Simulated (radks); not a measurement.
Species: Be3+. Configuration: 1s1.

Calculated with a radial shooting solver on a logarithmic mesh with Libxc functionals: non-relativistic Kohn-Sham, PBE, spin-unpolarised, spherical densities, point nucleus; without spin polarisation the odd electron is poorly described.

Energy parts (eV):
part                    energy
total                 -211.861
kinetic                211.425
electron-nucleus      -429.030
Hartree                 33.350
exchange-correlation   -27.607

Orbitals (lengths in bohr, moments of r in powers of bohr; <r^-3> diverges for s and p1/2; r(max) is where P^2 peaks):
[
 {"orbital": "1s", "occ.": "1", "eigenvalue (eV)": "-185.8868", "<r^-3>": "-", "<r^4>": "0.09958", "<r>": "0.3835", "r(max)": "0.2516"}
]

The highest occupied level is 1s at -185.89 eV. Virial ratio -V/T = 2.00206. For comparison, the ionisation energy in NIST's Atomic Spectra Database is 217.72 eV (theoretical). In exact Kohn-Sham theory the highest level is minus the ionisation energy, but local and semilocal functionals leave it too shallow, through self-interaction and a potential that decays too fast; potentials with the right tail come closer.
